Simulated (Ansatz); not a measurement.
System: sum formula H2SiO3F (charge 0, doublet). It need not be the lowest isomer of its formula. 
Structure (B3LYP-D3(BJ)/def2-TZVP (Ansatz, an electronic-structure program) minimum search):
```xyz
7

Si    -0.0273     0.0224    -0.0097
F     -0.0261    -0.4024     1.5264
O     -0.2743     1.6458    -0.1627
O      1.4359    -0.2322    -0.6701
O     -1.1821    -0.8018    -0.7829
H      2.2210     0.0832    -0.2133
H     -1.4411    -1.6696    -0.4635
```
Charge 0, spin multiplicity 2.

Computed values are from Ansatz. Valence correlation only, unless marked. Open shells are spin-unrestricted. No spin-orbit coupling. Non-relativistic. Basis-set limits of correlation are two-point, X^-3; Hartree-Fock from the larger set (for Q and 5 zeta extrapolated as (X+1)exp(-9√X)).

Task: What is the atomisation energy De at CCSD(T)/CBS(cc-pV(Q+d)Z,cc-pV(5+d)Z)?

Result: 693.3 kcal/mol.

Task: What is the T1 diagnostic at CCSD/cc-pV(5+d)Z?

Result: 0.014.

Task: What is the dipole moment at CCSD(T)/aug-cc-pV(D+d)Z?

Result: 1.93 D.

Task: What is the total energy at CCSD(T)/CBS(cc-pV(Q+d)Z,cc-pV(5+d)Z)?

Result: -615.7314 Eh.
